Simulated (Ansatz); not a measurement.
`CB(C)[SiH2]N` + CH₃SH → `CSB(C)C` + `N[SiH3]` at 700 K and 1 bar (cleavage of the B–Si bond).

Gas-phase electronic energies from Ansatz, PBE0-D4/def2-TZVP geometries. CCSD(T)/CBS adds triple-zeta CCSD(T) − MP2 to the extrapolated MP2 energy (def2 sets, frozen cores). This one scheme is used for every species. One conformer a species, not always the lowest.

```csv
species,CCSD(T)/CBS energy (Eh),H − E (kJ/mol),S (J/(mol·K))
`CB(C)[SiH2]N`,-450.72438,416.8,554.8
CH₃SH,-438.22835,160.2,309.0
`CSB(C)C`,-542.19673,397.2,506.8
`N[SiH3]`,-346.80422,180.7,336.3
```

H − E and S are ideal-gas, rigid-rotor, harmonic terms from PBE0-D4/def2-TZVP, for one conformer and one mirror image of each species. 1 Eh = 2625.50 kJ/mol, R = 8.31446 J/(mol·K).

Question: By hand: ΔE, ΔH, ΔS and ΔG.

Answer: ΔE = (-542.19673) + (-346.80422) − (-450.72438) − (-438.22835) = -0.04822 Eh = -126.6 kJ/mol. Δ(H − E) = 397.2 + 180.7 − 416.8 − 160.2 = 0.9, so ΔH = -125.7 kJ/mol. ΔS = 506.8 + 336.3 − 554.8 − 309.0 = -20.7 J/(mol·K). ΔG = -125.7 − 700 × (-20.7)/1000 = -111.2 kJ/mol.

Question: By hand: the equilibrium constant, and the temperature at which ΔG would vanish if ΔH and ΔS stayed fixed.

Answer: log₁₀ K = −ΔG/(RT ln 10) = 8.3. ΔG = 0 at ΔH/ΔS = 6072 K, far beyond where these terms or the molecules hold.

ΔH outweighs TΔS. A doubt of 5 kJ/mol in ΔE shifts log₁₀ K by 0.4 here. Other conformers and mirror images would add mixing entropy, several J/(mol·K) or more a flexible species. Modes under 60 cm⁻¹, often nearly free rotors, make the harmonic entropy too high. These are equilibria of isolated gas molecules and say nothing of rates. Largest T1 diagnostic: 0.012 (customary marks: 0.02 for closed shells, 0.045 for open ones).
